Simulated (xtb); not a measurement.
F$_{6}$Re (SMILES [F][Re]([F])([F])([F])([F])[F]), doublet, from a rough starting geometry (GFN-xTB shapes and energies of metal compounds can be far from the true ones) (the multiplicity is a formal guess); GFN2-xTB run with xtb.

xtb was given this input:
```
$ xtb mol.xyz --gfn 2 --uhf 1 --opt vtight --json

# file mol.xyz
7

Re    -0.00068408     0.02027960     0.01845761
F      1.13589372    -0.44780042    -1.37235760
F     -1.09454937     0.47844918     1.37237858
F     -1.10377745     0.74377394    -1.16419184
F     -0.92588578    -1.55671057    -0.17022827
F      0.84596904     1.59057481     0.20847573
F      1.12296885    -0.76789899     1.19174783
```

The log (banner, timings and long lists left out):

```
   ID    Z sym.   atoms
    1   75 Re     1
    2    9 F      2-7

           -------------------------------------------------
          |                Calculation Setup                |
           -------------------------------------------------

           -------------------------------------------------
          |                 G F N 2 - x T B                 |
           -------------------------------------------------

          ...................................................
          :                      SETUP                      :
          :.................................................:
          :  # basis functions                  34          :
          :  # atomic orbitals                  33          :
          :  # shells                           15          :
          :  # electrons                        49          :
          :  max. iterations                   250          :
          :  Hamiltonian                  GFN2-xTB          :
          :  restarted?                      false          :
          :  GBSA solvation                  false          :
          :  PC potential                    false          :
          :  electronic temp.          300.0000000     K    :
          :  accuracy                    1.0000000          :
          :  -> integral cutoff          0.2500000E+02      :
          :  -> integral neglect         0.1000000E-07      :
          :  -> SCF convergence          0.1000000E-05 Eh   :
          :  -> wf. convergence          0.1000000E-03 e    :
          :  Broyden damping             0.4000000          :
          :  net charge                          0          :
          :  unpaired electrons                  1          :
          ...................................................

 iter      E             dE          RMSdq      gap      omega  full diag
   1    -31.8058181 -0.318058E+02  0.548E+00    0.12       0.0  T
   2    -31.8000817  0.573636E-02  0.339E+00    0.00       1.0  T
   3    -31.8154218 -0.153401E-01  0.291E+00    0.06       1.0  T
   4    -31.8252576 -0.983583E-02  0.137E+00    0.04       1.0  T
   5    -31.8269011 -0.164351E-02  0.109E+00    0.04       1.0  T
   6    -31.8271688 -0.267696E-03  0.198E-01    0.04       1.0  T
   7    -31.8272209 -0.521072E-04  0.992E-02    0.03       1.0  T
   8    -31.8272218 -0.931105E-06  0.502E-02    0.03       1.0  T
   9    -31.8272232 -0.137754E-05  0.341E-02    0.04       1.1  T
[...]
         :: total energy             -31.803157500501 Eh    ::
 * total energy  :   -31.8031575 Eh     change       -0.6435386E-10 Eh
 * total energy  :   -31.8041429 Eh     change       -0.9854018E-03 Eh
 * total energy  :   -31.8045141 Eh     change       -0.3712195E-03 Eh
 * total energy  :   -31.8045210 Eh     change       -0.6868851E-05 Eh
 * total energy  :   -31.8045227 Eh     change       -0.1716700E-05 Eh
 * total energy  :   -31.8045236 Eh     change       -0.8957421E-06 Eh
 * total energy  :   -31.8045242 Eh     change       -0.6173889E-06 Eh
 * total energy  :   -31.8045245 Eh     change       -0.2829566E-06 Eh
 * total energy  :   -31.8045247 Eh     change       -0.1908053E-06 Eh
 * total energy  :   -31.8045247 Eh     change       -0.4993820E-07 Eh
   *** GEOMETRY OPTIMIZATION CONVERGED AFTER 10 ITERATIONS ***
         :: total energy             -31.804524744779 Eh    ::
[...]
             Fermi-level           -0.4921529 Eh          -13.3922 eV

     #   Z          covCN         q      C6AA      α(0)
     1  75 Re       4.222     1.317   364.078    47.069
     2   9 F        0.703    -0.229    11.546     4.012
     3   9 F        0.703    -0.229    11.546     4.012
     4   9 F        0.704    -0.201    11.255     3.961
     5   9 F        0.703    -0.229    11.551     4.013
     6   9 F        0.703    -0.229    11.551     4.013
     7   9 F        0.704    -0.201    11.255     3.961

 Mol. C6AA /au·bohr⁶  :       1440.218445
 Mol. C8AA /au·bohr⁸  :      94652.423712
 Mol. α(0) /au        :         71.041456

Wiberg/Mayer (AO) data.
largest (>0.10) Wiberg bond orders for each atom

 ---------------------------------------------------------------------------
     #   Z sym  total        # sym  WBO       # sym  WBO       # sym  WBO
 ---------------------------------------------------------------------------
     1  75 Re   6.130 --     4 F    1.052     7 F    1.052     3 F    1.007
                             2 F    1.007     6 F    1.006     5 F    1.006
     2   9 F    1.252 --     1 Re   1.007
     3   9 F    1.252 --     1 Re   1.007
     4   9 F    1.315 --     1 Re   1.052
     5   9 F    1.251 --     1 Re   1.006
     6   9 F    1.251 --     1 Re   1.006
     7   9 F    1.315 --     1 Re   1.052
 ---------------------------------------------------------------------------

Topologies differ in total number of bonds
Writing topology from bond orders to xtbtopo.mol

molecular dipole:
                 x           y           z       tot (Debye)
 q only:       -0.000       0.000       0.000
   full:       -0.000       0.000       0.000       0.000
molecular quadrupole (traceless):
                xx          xy          yy          xz          yz          zz
 q only:        0.068      -0.325      -0.189       0.485      -0.334       0.120
  q+dip:        0.089      -0.426      -0.247       0.635      -0.438       0.157
   full:        0.103      -0.490      -0.285       0.731      -0.504       0.182

optimized geometry written to: xtbopt.xyz

           -------------------------------------------------
          | TOTAL ENERGY              -31.804524744779 Eh   |
          | GRADIENT NORM               0.000096960717 Eh/α |
          | HOMO-LUMO GAP               0.036541017829 eV   |
           -------------------------------------------------

normal termination of xtb
```
